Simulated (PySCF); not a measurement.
Species: C3H7AlSi.
Atom-mapped SMILES: `[CH:1]#[C:2][AlH:3][CH2:4][SiH3:5]` (hydrogens: H6 on C1; H7 on Al3; H8, H9 on C4; H10, H11, H12 on Si5)

Method: PBE0-D3(BJ)/def2-SVP geometry optimisation, gas phase (PySCF); density fitting, grid level 1; the optimiser is geomeTRIC in internal coordinates, started from a GFN2-xTB structure with every atom displaced at random (about 0.01 Å).

The end geometry, which sets the zero of energy:
```
atom  x, y, z in Å
C1      1.9848   -2.2069   -1.6685
C2      1.5525   -1.6106   -0.6932
Al3     0.8698   -0.6706    0.8295
C4     -0.9521    0.0138    0.7742
Si5    -1.1344    1.6995   -0.0324
H6      2.3639   -2.7329   -2.5277
H7      1.8084   -0.4636    2.0890
H8     -1.3499    0.0847    1.8019
H9     -1.5878   -0.6920    0.2101
H10    -0.6524    1.6551   -1.4487
H11    -0.3105    2.7177    0.6951
H12    -2.5527    2.1777   -0.0383
```

**Question.** These geometries come from the run, each turned onto the end geometry. Order them by energy, lowest first.
A.
```
atom  x, y, z in Å
C1      2.2624   -3.0093   -1.1783
C2      1.6915   -2.0082   -0.7225
Al3     0.8834   -0.3942    0.0229
C4     -0.9882    0.0608    0.2620
Si5    -1.2949    1.9303    0.4811
H6      2.7090   -3.8327   -1.5902
H7      1.9446    0.6657    0.4919
H8     -1.4344   -0.4478    1.1334
H9     -1.6176   -0.2799   -0.5716
H10    -0.8760    2.6403   -0.7191
H11    -0.5300    2.4306    1.6472
H12    -2.7100    2.2160    0.7340
```
B.
```
atom  x, y, z in Å
C1      1.9761   -2.6329   -1.5345
C2      1.6295   -1.7922   -0.7175
Al3     0.9818   -0.5034    0.5398
C4     -0.8988    0.0053    0.5432
Si5    -1.2215    1.8228    0.1948
H6      2.2995   -3.3736   -2.2465
H7      1.9793    0.1627    1.5754
H8     -1.3297   -0.1785    1.5453
H9     -1.4667   -0.5992   -0.1834
H10    -0.4899    2.2909   -1.0294
H11    -0.7438    2.6700    1.3316
H12    -2.6760    2.1000   -0.0279
```
C.
```
atom  x, y, z in Å
C1      2.1514   -2.9904   -1.1708
C2      1.6587   -1.9767   -0.6922
Al3     0.9596   -0.3449    0.0848
C4     -0.9335    0.0664    0.2236
Si5    -1.3006    1.9104    0.4757
H6      2.5725   -3.8604   -1.6146
H7      2.0310    0.6785    0.6274
H8     -1.4118   -0.4822    1.0553
H9     -1.5000   -0.2677   -0.6608
H10    -0.8238    2.6778   -0.6896
H11    -0.6158    2.4019    1.7019
H12    -2.7481    2.1591    0.6502
```
D.
```
atom  x, y, z in Å
C1      2.0046   -2.9416   -1.2242
C2      1.6477   -1.9210   -0.6545
Al3     1.0516   -0.3265    0.2265
C4     -0.8530    0.0925    0.2147
Si5    -1.3249    1.8943    0.4214
H6      2.3252   -3.8381   -1.7256
H7      2.1325    0.5779    0.9519
H8     -1.3068   -0.4848    1.0444
H9     -1.2981   -0.3180   -0.7092
H10    -0.7264    2.7165   -0.6777
H11    -0.8061    2.4151    1.7250
H12    -2.8068    2.1054    0.3983
```
E.
```
atom  x, y, z in Å
C1      1.9764   -2.3904   -1.6251
C2      1.5534   -1.7006   -0.7092
Al3     0.9169   -0.6092    0.7307
C4     -0.9245    0.0194    0.6957
Si5    -1.1758    1.7650    0.0522
H6      2.3482   -2.9957   -2.4343
H7      1.9203   -0.2474    1.9025
H8     -1.3527   -0.0125    1.7138
H9     -1.5157   -0.6625    0.0589
H10    -0.5561    1.9271   -1.3022
H11    -0.5257    2.7553    0.9679
H12    -2.6250    2.1232   -0.0601
```

**Answer.** E (0.004 eV), B (0.018 eV), D (0.033 eV), C (0.081 eV), A (0.229 eV).

In the order of the answer:

```tsv
step	E above end (eV)	largest force (eV/Å)	rms force component (eV/Å)	rms distance from end (Å)	rms bond change (Å)	bond most changed (Å)
19	0.004	0.04	0.010	0.211	0.001	Si5–H10 +0.002
12	0.018	0.12	0.042	0.517	0.002	Si5–H10 +0.004
8	0.033	0.04	0.015	0.986	0.002	C4–H8 +0.004
1	0.081	0.79	0.255	1.048	0.014	C2–Al3 +0.022
0	0.229	4.22	0.889	1.051	0.028	C1–H6 -0.053
```

The cost below is that of the whole optimisation. The run took 2.1 min wall on one thread, Arm Neoverse V1 (aarch64), on a shared host, and the process peaked at 0.47 GiB of memory.
